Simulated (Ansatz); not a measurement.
## Worked example: C3H9Sb + C2H7BO → C2H7Sb + C3H9BO

Species: C3H9Sb `C[CH](C)[SbH2]`, singlet; C2H7BO `BOCC`, singlet; C2H7Sb `C[CH2][SbH2]`, singlet; C3H9BO `CBOCC`, singlet. The partners trade CH3 for H: C–CH3 and B–H bonds give way to C–H and B–CH3.

Shapes, held fixed at every level: PBE0-D4/def2-TZVP. Flexible molecules stand in one conformer, not always the lowest. Programs: Ansatz 0.2.0. The zero-point and thermal change to 298 K, harmonic and unscaled (PBE0-D4/def2-TZVP), is +1.2 kJ/mol.

At CCSD(T)/def2-TZVPP; 1 Eh = 2625.50 kJ/mol:

| species | energy (Eh) |
| --- | --- |
| C3H9Sb | -359.093775 |
| C2H7BO | -180.218823 |
| C2H7Sb | -319.853350 |
| C3H9BO | -219.478118 |

**Question.** Work out ΔH(298 K) of the reaction at this level.

**Answer.** 
1. Products less reactants: (-319.853350) + (-219.478118) − [(-359.093775) + (-180.218823)] = -0.018870 Eh = -49.5 kJ/mol.
2. With the thermal change: -49.5 + (+1.2) = -48.3 kJ/mol.

Other levels give -56.5 (HF/def2-SVP) to -44.8 kJ/mol (MP2/def2-SVP). No measured value is set beside it here. For atoms past krypton def2 sets carry core potentials with scalar relativity. Outer-core shells of Sb are correlated in most correlated rows, in sets that cover them unevenly.
